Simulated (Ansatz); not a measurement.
Computed with frozen-core CCSD(T)/cc-pVDZ // r2SCAN-D4/def2-SVP in Ansatz (an electronic-structure program). The restricted HF reference is unstable towards unrestricted orbitals.

Ansatz 0.2 input:
```yaml
crystal:
  periodic: [false, false, false]
  atoms:
    - { symbol: B, position_ang: [3.671077, -0.806574, -0.149591] }
    - { symbol: C, position_ang: [2.178129, -0.483323, -0.089884] }
    - { symbol: C, position_ang: [1.584621, 0.742633, 0.16693] }
    - { symbol: C, position_ang: [0.159955, 0.715099, 0.152698] }
    - { symbol: C, position_ang: [-0.760857, 1.764329, 0.369913] }
    - { symbol: C, position_ang: [-2.123547, 1.508031, 0.307498] }
    - { symbol: C, position_ang: [-2.602597, 0.214492, 0.030258] }
    - { symbol: C, position_ang: [-1.719156, -0.850375, -0.190484] }
    - { symbol: C, position_ang: [-2.20582, -2.163184, -0.471751] }
    - { symbol: N, position_ang: [-2.59374, -3.238085, -0.701939] }
    - { symbol: C, position_ang: [-0.328107, -0.596015, -0.1284] }
    - { symbol: S, position_ang: [0.958681, -1.724159, -0.36008] }
    - { symbol: H, position_ang: [4.45838, 0.088029, 0.044675] }
    - { symbol: H, position_ang: [4.058911, -1.924031, -0.385123] }
    - { symbol: H, position_ang: [2.173566, 1.642411, 0.361405] }
    - { symbol: H, position_ang: [-0.391749, 2.770998, 0.585658] }
    - { symbol: H, position_ang: [-2.840382, 2.315832, 0.474659] }
    - { symbol: H, position_ang: [-3.677367, 0.02389, -0.01644] }
basis:
  gaussian: { orbitals: cc-pVDZ }
correlation:
  method: ccsd_t
```

Output:

```
Functional definition: HF
1912 factors; integrals over basis functions are off by at most 9.6e-4 eV
mean field evaluation 1: about -22333.5913 eV, gradient 4.3e1 eV
mean field evaluation 2: about -22334.1502 eV, gradient 4.3e1 eV
mean field evaluation 4: about -22340.0071 eV, gradient 9.2e0 eV
mean field evaluation 8: about -22340.2790 eV, gradient 6.2e-1 eV
mean field evaluation 16: about -22340.2822 eV, gradient 2.7e-6 eV
mean field -22340.28217914 eV, -820.9902272964 hartree, gradient 2.7e-6 eV, S^2 0.000000; 0 other end points of the search recorded, 0 dependent functions left out; unrestricted orbitals would lower it
16 core orbitals not correlated
reference -22340.28217914 eV, -820.9902272964 hartree; 28, 28 occupied and 158, 158 virtual orbitals, 1912 factors
second order -41.47208774 eV of doubles, -0.00000000 eV of singles
cycle   1  -41.05605079 eV  change    4.2e-1 eV  update   1.9e-1
cycle   2  -42.42051490 eV  change    -1.4e0 eV  update   6.0e-2
cycle   3  -42.73893940 eV  change   -3.2e-1 eV  update   2.8e-2
cycle   4  -42.74115777 eV  change   -2.2e-3 eV  update   8.9e-3
cycle   5  -42.74463985 eV  change   -3.5e-3 eV  update   5.7e-3
cycle   6  -42.74770234 eV  change   -3.1e-3 eV  update   2.1e-3
cycle   7  -42.74664755 eV  change    1.1e-3 eV  update   1.3e-3
cycle   8  -42.74624826 eV  change    4.0e-4 eV  update   5.3e-4
cycle   9  -42.74635093 eV  change   -1.0e-4 eV  update   2.3e-4
cycle  10  -42.74628539 eV  change    6.6e-5 eV  update   8.0e-5
cycle  11  -42.74620709 eV  change    7.8e-5 eV  update   3.3e-5
cycle  12  -42.74625934 eV  change   -5.2e-5 eV  update   1.9e-5
perturbative correction -2.09297436 eV, -0.0769153889 hartree
Total energy: -22385.12141284 eV, -822.6380387415 hartree
```

Cost: very roughly 13 core-minutes.
